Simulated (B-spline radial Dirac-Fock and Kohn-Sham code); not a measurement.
Binding energies of Si in different valence configurations

These are calculated numbers from a radial B-spline solver; the model is ΔSCF Dirac-Fock with Breit, self-energy and vacuum polarisation, finite nucleus, configuration average. The model has no electron correlation.

Reference: the tabulated ground configuration [Ne] 3s2 3p2, with 2p3/2 107.9 eV.

Shifts from the reference in eV.

```
configuration  average energy  2p3/2
 [Ne] 3s1 3p3           +6.96  +1.67
```
